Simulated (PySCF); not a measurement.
**Basis-set dependence of NaTe at HF**

PySCF, UHF reference; doublet, unpaired electrons π ↑; De to Na + Te without counterpoise correction.

```csv
basis,relativity,functions,Re (Å),ωe (cm⁻¹),De (eV),μ (D)
cc-pVDZ/cc-pVDZ-PP,scalar-relativistic core potentials,41,2.851,233,1.21,-9.16
def2-SVPD,scalar-relativistic core potentials,53,2.859,229,1.30,-9.53
aug-cc-pVDZ/aug-cc-pVDZ-PP,scalar-relativistic core potentials,59,2.861,229,1.25,-9.43
```

(1) How does each smaller set differ from the one with most functions, aug-cc-pVDZ/aug-cc-pVDZ-PP?

A positive dipole means Na(−)Te(+). Spin–orbit coupling is left out, which matters for elements this heavy, above all for dissociation energies. Hartree–Fock leaves out correlation, which carries a large part of most bond energies and some tenths to 1 eV of ionisation energies. The state is the lowest determinant that a PBE0 search found; another state may lie lower at other levels.

## Answers

(1) cc-pVDZ/cc-pVDZ-PP: -1.0 pm, +1.7 % in ωe, -0.04 eV in De; def2-SVPD: -0.2 pm, +0.0 % in ωe, +0.05 eV in De. All at HF; the set with most functions is neither the basis-set limit nor always the best.
